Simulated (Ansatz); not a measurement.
Relaxation of C3H11NSi (16 atoms, charge 0, multiplicity 1), to a largest force component of 0.02 eV/Å in at most 40 steps.

Level of theory: Ansatz 0.2.0, RKS PBE0/6-31G.

```xyz
16
Properties=species:S:1:pos:R:3:forces:R:3
Si 0.000 0.000 0.000 -0.04 0.10 1.66
N 0.000 0.000 1.820 0.20 -0.17 0.52
H -0.877 -0.271 2.350 2.05 0.62 -0.70
H 0.877 0.271 2.350 -2.05 -0.62 -0.71
C 1.763 0.000 -0.623 0.82 -0.02 -0.04
H 2.111 -1.046 -0.751 0.03 0.57 0.06
H 1.812 0.528 -1.598 0.15 -0.28 0.46
H 2.415 0.519 0.111 -0.07 -0.22 -0.51
C -0.881 1.526 -0.623 -0.45 0.78 -0.34
H -1.933 1.272 -0.867 0.41 0.36 0.07
H -0.862 2.311 0.162 -0.07 -0.29 -0.50
H -0.370 1.903 -1.534 -0.41 -0.01 0.34
C -0.881 -1.526 -0.623 -0.51 -0.71 -0.30
H -1.380 -2.038 0.226 0.16 0.07 -0.53
H -1.641 -1.233 -1.377 0.29 -0.37 0.30
H -0.145 -2.215 -1.088 -0.50 0.17 0.23
```

Q: Where does it end, and by what steps?

A: The forces met the threshold. Limits of this set-up: no polarisation functions. After 11 steps the energy has fallen by 0.443 eV; H14 moved furthest, 0.85 Å.

```json
{"step": "0", "energy less start (eV)": "0.0000", "largest force component (eV/Å)": "2.055", "accepted": "yes"}
{"step": "1", "energy less start (eV)": "-0.3092", "largest force component (eV/Å)": "0.954", "accepted": "yes"}
{"step": "2", "energy less start (eV)": "-0.3621", "largest force component (eV/Å)": "0.420", "accepted": "yes"}
{"step": "3", "energy less start (eV)": "-0.3967", "largest force component (eV/Å)": "0.542", "accepted": "yes"}
{"step": "4", "energy less start (eV)": "-0.4303", "largest force component (eV/Å)": "0.037", "accepted": "yes"}
{"step": "5", "energy less start (eV)": "-0.4104", "largest force component (eV/Å)": "0.667", "accepted": "no"}
{"step": "6", "energy less start (eV)": "-0.4378", "largest force component (eV/Å)": "0.031", "accepted": "yes"}
{"step": "7", "energy less start (eV)": "-0.4404", "largest force component (eV/Å)": "0.157", "accepted": "yes"}
{"step": "8", "energy less start (eV)": "-0.4424", "largest force component (eV/Å)": "0.039", "accepted": "yes"}
{"step": "9", "energy less start (eV)": "-0.4430", "largest force component (eV/Å)": "0.028", "accepted": "yes"}
{"step": "10", "energy less start (eV)": "-0.4431", "largest force component (eV/Å)": "0.022", "accepted": "yes"}
{"step": "11", "energy less start (eV)": "-0.4432", "largest force component (eV/Å)": "0.007", "accepted": "yes"}
```

```xyz
16
Properties=species:S:1:pos:R:3
Si -0.004 -0.002 0.017
N 0.054 -0.190 1.777
H -0.675 -0.644 2.302
H 0.791 0.198 2.343
C 1.795 0.083 -0.605
H 2.325 -0.844 -0.362
H 1.824 0.226 -1.691
H 2.334 0.918 -0.143
C -0.925 1.577 -0.539
H -1.961 1.566 -0.185
H -0.438 2.471 -0.135
H -0.937 1.656 -1.633
C -0.906 -1.522 -0.694
H -1.915 -1.613 -0.276
H -1.001 -1.443 -1.783
H -0.353 -2.437 -0.458
```

The run took 70 s on 1 thread of Arm Neoverse V1, with other jobs on the host, peak memory 0.17 GiB.
